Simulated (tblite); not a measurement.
Species: C7H9FO2.
Atom-mapped SMILES: `[CH3:1][CH:2]=[C:3]=[CH:4][C@@H:5]([F:6])[O:7][C:8]([CH3:9])=[O:10]` (hydrogens: H11, H12, H13 on C1; H14 on C2; H15 on C4; H16 on C5; H17, H18, H19 on C9)

Computed with GFN2-xTB (tblite), gas phase: L-BFGS steps from a force-field or distance-geometry start until the largest atomic force falls under 0.01 eV/Å.

Step 43: E = -881.3447 eV
```
atom  x, y, z in Å  |  force x, y, z in eV/Å
C1      4.0416    0.0213   -0.3497   -0.015  -0.014   0.012
C2      2.7476   -0.6130   -0.7732    0.016  -0.002  -0.006
C3      1.6004   -0.0123   -0.8149    0.050  -0.001  -0.019
C4      0.4475    0.5843   -0.8579    0.037   0.013  -0.018
C5     -0.4878    0.6224    0.3127   -0.002   0.022   0.020
F6     -0.4384    1.8671    0.9093    0.023   0.007   0.037
O7     -1.8128    0.4465   -0.1068   -0.029  -0.035  -0.013
C8     -2.5935   -0.4285    0.5666   -0.048  -0.020   0.036
C9     -4.0180   -0.3222    0.1063   -0.018  -0.018  -0.007
O10    -2.1854   -1.1781    1.4076    0.030   0.053  -0.016
H11     4.0876    1.0646   -0.6564   -0.034  -0.047   0.027
H12     4.1335   -0.0164    0.7364    0.011  -0.013  -0.021
H13     4.8811   -0.5196   -0.7822   -0.033   0.054   0.002
H14     2.7971   -1.6586   -1.0495   -0.006  -0.008   0.000
H15     0.1041    1.1151   -1.7328   -0.024   0.005  -0.048
H16    -0.2239   -0.1111    1.0878    0.011   0.008   0.026
H17    -4.0666   -0.2856   -0.9779    0.035   0.010  -0.007
H18    -4.5824   -1.1684    0.4856   -0.018   0.004   0.000
H19    -4.4416    0.6018    0.4968    0.014  -0.017  -0.006
```

Step 44: E = -881.3456 eV
```
atom  x, y, z in Å  |  force x, y, z in eV/Å
C1      4.0488    0.0165   -0.3494    0.020   0.013   0.031
C2      2.7512   -0.6082   -0.7732    0.022  -0.002   0.015
C3      1.6054   -0.0042   -0.8078    0.040  -0.023  -0.039
C4      0.4498    0.5870   -0.8576    0.030   0.010  -0.007
C5     -0.4928    0.6226    0.3074   -0.010   0.030   0.023
F6     -0.4558    1.8699    0.9006    0.021   0.012   0.025
O7     -1.8147    0.4349   -0.1177   -0.030  -0.045   0.008
C8     -2.5983   -0.4289    0.5690   -0.013  -0.046   0.048
C9     -4.0222   -0.3253    0.1074   -0.011  -0.013  -0.002
O10    -2.1918   -1.1674    1.4211    0.022   0.085  -0.045
H11     4.0936    1.0648   -0.6380   -0.035  -0.036   0.014
H12     4.1537   -0.0363    0.7357   -0.006  -0.033  -0.044
H13     4.8846   -0.5169   -0.7990   -0.045   0.055   0.010
H14     2.7980   -1.6529   -1.0540   -0.021  -0.008   0.001
H15     0.1101    1.1156   -1.7356   -0.022   0.009  -0.039
H16    -0.2284   -0.1037    1.0884    0.019  -0.013   0.026
H17    -4.0693   -0.2873   -0.9768    0.027   0.010  -0.006
H18    -4.5888   -1.1699    0.4871   -0.005   0.003  -0.005
H19    -4.4431    0.5988    0.5002   -0.002  -0.006  -0.012
```

Step 45: E = -881.3462 eV
```
atom  x, y, z in Å  |  force x, y, z in eV/Å
C1      4.0493    0.0143   -0.3484    0.003   0.015   0.002
C2      2.7517   -0.6080   -0.7725    0.010  -0.004   0.022
C3      1.6069   -0.0021   -0.8045    0.018  -0.027  -0.055
C4      0.4511    0.5888   -0.8582    0.010   0.006  -0.008
C5     -0.4950    0.6236    0.3051    0.011  -0.003   0.021
F6     -0.4583    1.8685    0.9006    0.010   0.050   0.025
O7     -1.8163    0.4324   -0.1197   -0.020   0.012  -0.043
C8     -2.6001   -0.4275    0.5707   -0.016  -0.015  -0.016
C9     -4.0232   -0.3273    0.1073    0.001  -0.002   0.000
O10    -2.1914   -1.1600    1.4248    0.037  -0.003   0.056
H11     4.0918    1.0620   -0.6305   -0.037   0.050  -0.012
H12     4.1601   -0.0420    0.7333   -0.010  -0.054   0.038
H13     4.8833   -0.5122   -0.8043    0.005   0.008  -0.017
H14     2.7981   -1.6519   -1.0554   -0.029  -0.015   0.001
H15     0.1136    1.1156   -1.7389   -0.015   0.003  -0.015
H16    -0.2313   -0.1022    1.0864    0.032  -0.031   0.029
H17    -4.0675   -0.2882   -0.9769    0.016   0.007  -0.003
H18    -4.5902   -1.1712    0.4875   -0.005  -0.004  -0.009
H19    -4.4424    0.5966    0.5013   -0.022   0.008  -0.016
```

Q: Estimate the geometry and energy of step 46. (The exact step hangs on the optimiser's Hessian estimate; all steps are aligned on step 45, rigid shifts and turns removed.)

A: E = -881.3467 eV, largest force 0.052 eV/Å
```
atom  x, y, z in Å  |  force x, y, z in eV/Å
C1      4.0555    0.0123   -0.3481    0.010   0.018   0.012
C2      2.7556   -0.6050   -0.7718   -0.001  -0.010   0.024
C3      1.6110    0.0017   -0.8018   -0.006  -0.016  -0.049
C4      0.4539    0.5906   -0.8576   -0.002   0.006  -0.002
C5     -0.4981    0.6239    0.3024    0.012  -0.002   0.007
F6     -0.4693    1.8715    0.8952    0.005   0.018   0.008
O7     -1.8178    0.4252   -0.1280    0.006   0.002  -0.003
C8     -2.6040   -0.4270    0.5715    0.026  -0.020   0.000
C9     -4.0272   -0.3291    0.1081    0.010  -0.001   0.004
O10    -2.1955   -1.1515    1.4333    0.013   0.029   0.018
H11     4.0961    1.0635   -0.6196   -0.033   0.028   0.002
H12     4.1736   -0.0575    0.7332   -0.015  -0.047   0.001
H13     4.8860   -0.5104   -0.8158   -0.003   0.021  -0.008
H14     2.7985   -1.6487   -1.0572   -0.024  -0.011   0.004
H15     0.1179    1.1174   -1.7396   -0.008  -0.005   0.000
H16    -0.2337   -0.0989    1.0871    0.022  -0.015   0.014
H17    -4.0726   -0.2896   -0.9761    0.018   0.003  -0.001
H18    -4.5925   -1.1735    0.4898   -0.008  -0.004  -0.013
H19    -4.4473    0.5943    0.5026   -0.021   0.007  -0.015
```

The energy changes by -0.0005 eV. The first-order estimate −F·Δx gives -0.0008 eV and the mean of the old and new forces, exact on a quadratic surface, -0.0005 eV. The step makes an angle of 84° with the force vector and moves no atom by more than 0.021 Å.

The cost below is that of the whole relaxation. On one thread, Intel Xeon Platinum 8259CL at 2.50 GHz (x86_64), on a shared host, this took 1.1 s of wall time.
